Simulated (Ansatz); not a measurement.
Reaction: H5Si2O (SMILES O[SiH][SiH3], doublet) → H5Si2O (SMILES [O][SiH2][SiH3], doublet)
Each species at its own B3LYP-D3(BJ)/def2-TZVP minimum (Ansatz, a program for electronic structure), one conformer.

Quantity: isomerisation energy (electronic), in kcal/mol. Radicals and triplets start from unrestricted determinants; spin-orbit coupling is neglected. CBS(X,Y): correlation extrapolated as X^-3, Hartree-Fock from the larger set. A bracket is a step between two methods taken in the basis named. Functionals run without relativity, which enters their misses. Double hybrids freeze cores in their MP2 part. '+ core + X2C': CCSD(T) terms for core correlation (cc-pwCVTZ, 1s frozen past Ne) and scalar relativity (cc-pVTZ-DK).

CCSD(T)/CBS(cc-pV(T+d)Z,cc-pV(Q+d)Z) + [CCSDT(Q) - CCSD(T)]/cc-pV(D+d)Z + core + X2C (Ansatz) gives 24.6 kcal/mol.

What does PBE/def2-TZVPD (Ansatz) give here, and how do the other levels compare?

PBE gives 21.1 kcal/mol, 3.5 kcal/mol below it. Differences of the others: r2SCAN/def2-TZVPD (Ansatz) -3.3; PBE0/def2-TZVPD (Ansatz) -0.5; wB97M-V/def2-TZVPD (Ansatz) -1.8; B2PLYP/def2-TZVPD (Ansatz) -1.0; CCSD(T)/CBS(cc-pV(T+d)Z,cc-pV(Q+d)Z) + core + X2C (Ansatz) 0.5 kcal/mol. Nearer than PBE: r2SCAN/def2-TZVPD, PBE0/def2-TZVPD, wB97M-V/def2-TZVPD, B2PLYP/def2-TZVPD, CCSD(T)/CBS(cc-pV(T+d)Z,cc-pV(Q+d)Z) + core + X2C.
